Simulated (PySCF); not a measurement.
Isomers of C4H12Ge2, from PBE0-D3(BJ)/def2-SVP geometry optimisation, gas phase (PySCF 2.14.0). One conformer each, no zero-point energy, no frequencies.

Question: Which is lower in electronic energy at this level?
A. `[GeH3:1][GeH2:2][CH:3]1[CH2:4][CH2:5][CH2:6]1` with Ge1–Ge2–C3–C4 -51°, Ge2–C3–C4–C5 103°, C3–C4–C5–C6 14°, C4–C5–C6–C3 -14°, Ge2–C3–C6–C5 -103°: A = 2025, B = 1026, C = 778.8 MHz, dipole 1.10 D
B. `[GeH3:1][CH2:2][GeH2:3][CH:4]1[CH2:5][CH2:6]1` with Ge1–C2–Ge3–C4 -54°, C2–Ge3–C4–C5 83°: A = 2274, B = 807.5, C = 627.9 MHz, dipole 0.67 D

Answer: A. That is `[GeH3][GeH2][CH]1CCC1`, 7.1 kcal/mol below the other.

```json
{"SMILES": "[GeH3][GeH2][CH]1CCC1", "mapped SMILES": "[GeH3:1][GeH2:2][CH:3]1[CH2:4][CH2:5][CH2:6]1", "E (Eh)": "-4312.28576", "relative (kcal/mol)": "0.0", "relative (kJ/mol)": "0.0", "dipole (D)": "1.10"}
{"SMILES": "[GeH3][CH2][GeH2][CH]1CC1", "mapped SMILES": "[GeH3:1][CH2:2][GeH2:3][CH:4]1[CH2:5][CH2:6]1", "E (Eh)": "-4312.27440", "relative (kcal/mol)": "7.1", "relative (kJ/mol)": "29.8", "dipole (D)": "0.67"}
```

As drawn, the lower has a four-membered ring, which the higher lacks; the higher has a three-membered ring, which the lower lacks.
